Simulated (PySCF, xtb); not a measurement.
Sn(H)(vinyl)(OH)2 (C₂H₆O₂Sn), SMILES C=[CH][SnH]([OH])[OH].

GFN2-xTB (xtb 6.7.1) at its own geometry gives an orbital gap of 4.58 eV and a dipole moment of 3.49 D.

Geometry optimised at B3LYP-D3(BJ)/def2-SVP. The structure was generated by enumeration; whether it is a known compound was not checked. The def2 effective core potentials stand for the cores of Sn; spin–orbit coupling is left out. The values are those of a single conformer.

Q: What does HF/def2-TZVP in PySCF give? (An estimate is asked for; the answer gives what the named calculation found.)

A: gap 13.27 eV (levels -10.84 and 2.43 eV), dipole 1.64 D.
